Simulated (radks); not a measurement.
Bi XXXII, 52 electrons, occupied as [Kr] 4d10 4f6.

All-electron calculation, scalar-relativistic Kohn-Sham, PBE, spin-polarised, spherical densities, finite nucleus; open shells are filled with parallel spins first (spin-orbit coupling, left out, can overturn this in heavy ions); Fermi nuclear charge, rms radius 5.5211 fm. Program: a radial shooting solver on a logarithmic mesh with Libxc functionals.

Energy parts (eV):
part                       energy
total                  -572543.64
kinetic                 650586.68
electron-nucleus      -1373421.53
Hartree                 159864.16
exchange-correlation     -9572.96

Orbitals (lengths in bohr, moments of r in powers of bohr; r(90%) holds 90 % of the orbital's charge):
| orbital | occ. | eigenvalue (eV) | <1/r> | r(90%) | <r^4> |
|---|---|---|---|---|---|
| 1s down | 1 | -91701.54 | 103.2 | 0.0290 | 3.330e-07 |
| 1s up | 1 | -91701.52 | 103.2 | 0.0290 | 3.330e-07 |
| 2s up | 1 | -17365.65 | 24.25 | 0.103 | 0.00004781 |
| 2s down | 1 | -17365.38 | 24.25 | 0.103 | 0.00004780 |
| 2p up | 3 | -15017.44 | 21.22 | 0.0988 | 0.00003998 |
| 2p down | 3 | -15017.22 | 21.22 | 0.0988 | 0.00003996 |
| 3s up | 1 | -5008.586 | 9.008 | 0.251 | 0.001690 |
| 3s down | 1 | -5000.962 | 9.020 | 0.251 | 0.001683 |
| 3p up | 3 | -4336.484 | 8.133 | 0.259 | 0.001886 |
| 3p down | 3 | -4328.660 | 8.144 | 0.258 | 0.001878 |
| 3d up | 5 | -3662.404 | 7.621 | 0.243 | 0.001440 |
| 3d down | 5 | -3656.433 | 7.632 | 0.242 | 0.001430 |
| 4s up | 1 | -1906.558 | 4.053 | 0.517 | 0.03120 |
| 4s down | 1 | -1895.362 | 4.042 | 0.518 | 0.03139 |
| 4p up | 3 | -1674.979 | 3.686 | 0.549 | 0.03924 |
| 4p down | 3 | -1664.421 | 3.676 | 0.550 | 0.03953 |
| 4d up | 5 | -1415.948 | 3.393 | 0.571 | 0.04510 |
| 4d down | 5 | -1405.469 | 3.381 | 0.573 | 0.04559 |
| 4f up | 6 | -1142.951 | 3.122 | 0.566 | 0.04211 |
| 4f down | 0 | -1131.007 | 3.112 | 0.569 | 0.04302 |
| 5s up | 0 | -970.4113 | 2.119 | 0.937 | 0.3447 |
| 5s down | 0 | -965.2847 | 2.110 | 0.939 | 0.3486 |
| 5p up | 0 | -878.2957 | 1.958 | 0.996 | 0.4398 |
| 5p down | 0 | -873.6821 | 1.950 | 0.999 | 0.4449 |

The highest occupied level is 4f up at -1143.0 eV. Summed over all electrons, <r^2> = 4.599 bohr^2, which gives a Langevin (diamagnetic) susceptibility term of -3.64 x 10^-6 cm^3/mol.
